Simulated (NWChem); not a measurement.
System: GeClF, singlet; SMILES [F][Ge][Cl]

Here is an NWChem input.

```
start job
memory heap 200 mb stack 900 mb global 1100 mb
geometry units angstroms noautoz
  Ge     0.427253     0.501823     0.000000
  F     -1.154266     1.301043     0.000000
  Cl    -0.231698    -1.611332     0.000000
end
basis spherical
  Ge library def2-qzvp
  F library def2-qzvp
  Cl library def2-qzvp
end
dft
  xc hfexch
  iterations 150
  semidirect filesize 400000000
  mulliken
end
task dft energy
```

Parts of the log:

```
             Northwest Computational Chemistry Package (NWChem) 7.3.0
             --------------------------------------------------------

 CS  symmetry detected

                             Geometry "geometry" -> ""
                             -------------------------

 Output coordinates in angstroms (scale by  1.889725989 to convert to a.u.)

  No.       Tag          Charge          X              Y              Z
 ---- ---------------- ---------- -------------- -------------- --------------
    1 Ge                  32.0000     0.43703418     0.49669304     0.00000000
    2 F                    9.0000    -1.14691808     1.29107971     0.00000000
    3 Cl                  17.0000    -0.21546065    -1.61846439     0.00000000

 Effective nuclear repulsion energy (a.u.)     242.5610255625

      Symmetry information
      --------------------

 Group name             Cs
 Group number              2
 Group order               2
 No. of unique centers     3

  xc_inp: hfexch multiplicative factor not found.

                                 NWChem DFT Module
                                 -----------------

 Summary of "ao basis" -> "ao basis" (spherical)
 ------------------------------------------------------------------------------
       Tag                 Description            Shells   Functions and Types
 ---------------- ------------------------------  ------  ---------------------
 Ge                        def2-qzvp                25       75   11s7p4d2f1g
 F                         def2-qzvp                17       57   7s4p3d2f1g
 Cl                        def2-qzvp                22       70   9s6p4d2f1g

      Symmetry analysis of basis
      --------------------------

        a'        133
        a"         69

            General Information
            -------------------
          SCF calculation type: DFT
          Wavefunction type:  closed shell.
          No. of atoms     :     3
          No. of electrons :    58
           Alpha electrons :    29
            Beta electrons :    29
          Charge           :     0
          Spin multiplicity:     1
          Use of symmetry is: on ; symmetry adaption is: on
          Maximum number of iterations: 150
          AO basis - number of functions:   202
                     number of shells:    64
          Convergence on energy requested:  1.00D-06
          Convergence on density requested:  1.00D-05
          Convergence on gradient requested:  5.00D-04

              XC Information
              --------------
                     Hartree-Fock (Exact) Exchange  1.000

      Superposition of Atomic Density Guess
      -------------------------------------

 Sum of atomic energies:       -2634.25978614

      Non-variational initial energy
      ------------------------------

 Total energy =   -2634.337142
 1-e energy   =   -4153.625880
 2-e energy   =    1276.727713
 HOMO         =      -0.318686
 LUMO         =      -0.047245

      Symmetry analysis of molecular orbitals - initial
      -------------------------------------------------

  Numbering of irreducible representations:

     1 a'          2 a"

  Orbital symmetries:

     1 a'          2 a'          3 a'          4 a'          5 a'
     6 a"          7 a'          8 a'          9 a'         10 a'
    11 a"         12 a'         13 a'         14 a'         15 a"
    16 a'         17 a'         18 a'         19 a"         20 a"
    21 a'         22 a'         23 a'         24 a'         25 a"
    26 a'         27 a"         28 a'         29 a'         30 a"
    31 a'         32 a'         33 a'         34 a"         35 a'
    36 a'         37 a'         38 a"         39 a'

------------------------------------------------------------
EAF file 0: "./job.aoints.0" size=384827392 bytes
------------------------------------------------------------
               write      read    awrite     aread      wait
               -----      ----    ------     -----      ----
     calls:      734         0         0         0         0
   data(b): 3.85e+08  0.00e+00  0.00e+00  0.00e+00
   time(s): 0.00e+00  0.00e+00  0.00e+00  0.00e+00  0.00e+00
rate(mb/s): 0.00e+00  0.00e+00
------------------------------------------------------------

     ---------------------------------------------
      Total Density - Mulliken Population Analysis
     ---------------------------------------------

    Atom       Charge   Shell Charges
 -----------   ------   -------------------------------------------------------
    1 Ge  32    30.82   1.89 -0.03  0.15  0.92  0.94  0.26  1.13  0.70  0.48  1.04  0.50  5.95  0.04  4.08  1.90  0.24  0.41  0.09  8.34  1.45  0.26  0.05  0.02  0.02  0.01
    2 F    9     9.67   1.16  0.01  0.63  0.17  0.54  1.06  0.37  1.64  1.97  1.69  0.42  0.00  0.00  0.00 -0.00  0.00  0.00
    3 Cl  17    17.52   1.64  0.01  0.28  0.31  1.08  0.61  0.43  1.15  0.41  5.84 -0.00  0.69  2.04  2.36  0.64  0.00  0.00  0.01  0.01  0.00  0.00  0.00

   convergence    iter        energy       DeltaE   RMS-Dens  Diis-err
 ---------------- ----- ----------------- --------- --------- ---------
 d= 0,ls=0.0,diis     1  -2634.4361932517 -2.88D+03  2.75D-03  5.71D-01
 d= 0,ls=0.0,diis     2  -2634.4787748315 -4.26D-02  7.45D-04  3.81D-01
 d= 0,ls=0.0,diis     3  -2634.5052194174 -2.64D-02  2.99D-04  3.46D-03
 d= 0,ls=0.0,diis     4  -2634.5059510887 -7.32D-04  1.37D-04  7.28D-04
 d= 0,ls=0.0,diis     5  -2634.5061095168 -1.58D-04  6.15D-05  7.36D-05
  Resetting Diis
 d= 0,ls=0.0,diis     6  -2634.5061364611 -2.69D-05  1.83D-05  6.62D-06
 d= 0,ls=0.0,diis     7  -2634.5061392368 -2.78D-06  4.23D-06  1.66D-06
 d= 0,ls=0.0,diis     8  -2634.5061395025 -2.66D-07  1.66D-06  6.61D-07

         Total DFT energy =    -2634.506139502531
      One electron energy =    -4153.709738088589
           Coulomb energy =     1391.858713377942
    Exchange-Corr. energy =     -115.216140354335
 Nuclear repulsion energy =      242.561025562451

 Numeric. integr. density =        0.000000000000

                  Occupations of the irreducible representations
                  ----------------------------------------------

                     irrep           alpha         beta
                     --------     --------     --------
                     a'               22.0         22.0
                     a"                7.0          7.0

                       DFT Final Molecular Orbital Analysis
                       ------------------------------------

 Vector   27  Occ=2.000000D+00  E=-4.717122D-01  Symmetry=a"
              MO Center= -1.8D-01, -1.5D+00,  1.4D-14, r^2= 1.4D+00
   Bfn.  Coefficient  Atom+Function         Bfn.  Coefficient  Atom+Function
  ----- ------------  ---------------      ----- ------------  ---------------
   156      0.424843  3 Cl pz               153      0.381298  3 Cl pz
   144     -0.254681  3 Cl pz               159      0.176870  3 Cl pz
   150      0.134865  3 Cl pz                29      0.076078  1 Ge pz
    26      0.036656  1 Ge pz                85     -0.033928  2 F  pz
    88     -0.032592  2 F  pz                49     -0.030940  1 Ge d -1

 Vector   28  Occ=2.000000D+00  E=-4.698636D-01  Symmetry=a'
              MO Center= -1.6D-01, -1.5D+00,  1.2D-15, r^2= 1.5D+00
   Bfn.  Coefficient  Atom+Function         Bfn.  Coefficient  Atom+Function
  ----- ------------  ---------------      ----- ------------  ---------------
   154      0.372294  3 Cl px               151      0.335575  3 Cl px
   142     -0.223389  3 Cl px               155     -0.211710  3 Cl py
   152     -0.189070  3 Cl py               157      0.152343  3 Cl px
   143      0.126185  3 Cl py               148      0.119439  3 Cl px
   158     -0.083253  3 Cl py               149     -0.066187  3 Cl py

 Vector   29  Occ=2.000000D+00  E=-4.078309D-01  Symmetry=a'
              MO Center=  4.7D-01,  7.2D-02,  9.7D-15, r^2= 3.2D+00
   Bfn.  Coefficient  Atom+Function         Bfn.  Coefficient  Atom+Function
  ----- ------------  ---------------      ----- ------------  ---------------
    10      0.401554  1 Ge s                 11      0.289300  1 Ge s
    27      0.227951  1 Ge px                 9      0.216295  1 Ge s
   155     -0.206933  3 Cl py                 8     -0.196959  1 Ge s
   152     -0.180998  3 Cl py               154     -0.174137  3 Cl px
     7     -0.169719  1 Ge s                151     -0.158433  3 Cl px

 Vector   30  Occ=0.000000D+00  E=-1.451997D-03  Symmetry=a"
              MO Center=  5.5D-01,  4.7D-01, -3.9D-13, r^2= 3.9D+00
   Bfn.  Coefficient  Atom+Function         Bfn.  Coefficient  Atom+Function
  ----- ------------  ---------------      ----- ------------  ---------------
    32      0.662186  1 Ge pz                29      0.394680  1 Ge pz
    26      0.213585  1 Ge pz               159     -0.209502  3 Cl pz
    20     -0.149703  1 Ge pz                94     -0.145085  2 F  pz
   153     -0.109119  3 Cl pz               156     -0.091620  3 Cl pz
    23     -0.080208  1 Ge pz                88     -0.078226  2 F  pz

 Vector   31  Occ=0.000000D+00  E= 8.305902D-02  Symmetry=a'
              MO Center=  6.9D-01,  5.9D-01,  2.2D-13, r^2= 6.5D+00
   Bfn.  Coefficient  Atom+Function         Bfn.  Coefficient  Atom+Function
  ----- ------------  ---------------      ----- ------------  ---------------
   141      1.335326  3 Cl s                 31      1.313028  1 Ge py
    11     -0.561240  1 Ge s                158      0.455503  3 Cl py
    10     -0.440245  1 Ge s                 28      0.422624  1 Ge py
   155      0.288089  3 Cl py               140     -0.272012  3 Cl s
   157      0.262449  3 Cl px                 9      0.210431  1 Ge s

[...]
```

Level: Hartree-Fock/def2-QZVP. Low-valent species are run as closed-shell singlets; no triplet was tried in these runs. Coordinates come from a PBE-D3(BJ)/def2-SVP optimisation.
